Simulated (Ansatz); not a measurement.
1,1-difluoroethane cation (C₂H₄F₂), SMILES CC(F)F (connectivity only; charge and spin as stated), charge +1, multiplicity 2.

Coordinates come from a PBE0-D3(BJ)/def2-SVP optimisation. The multiplicity is an assumed one; other spin states were not compared.

Two levels are set side by side: PBE/def2-SVPD (Ansatz, an electronic-structure program) and CAM-B3LYP/def2-SVPD (Ansatz). Energy differences of separate SCF runs at the same geometry; the states with an electron removed or added have multiplicity 1 and 1. Differences are taken from unrounded values.

| quantity | PBE |
|---|---|
| vertical ionisation energy (eV) | 18.95 |
| vertical electron affinity (eV) | 10.26 |

Problem. These are the PBE values. What does CAM-B3LYP give? (An estimate is asked for; the answer gives what the named calculation found.)

Solution. 
```tsv
quantity	CAM-B3LYP	PBE minus CAM-B3LYP
vertical ionisation energy (eV)	19.48	-0.53
vertical electron affinity (eV)	10.64	-0.38
```
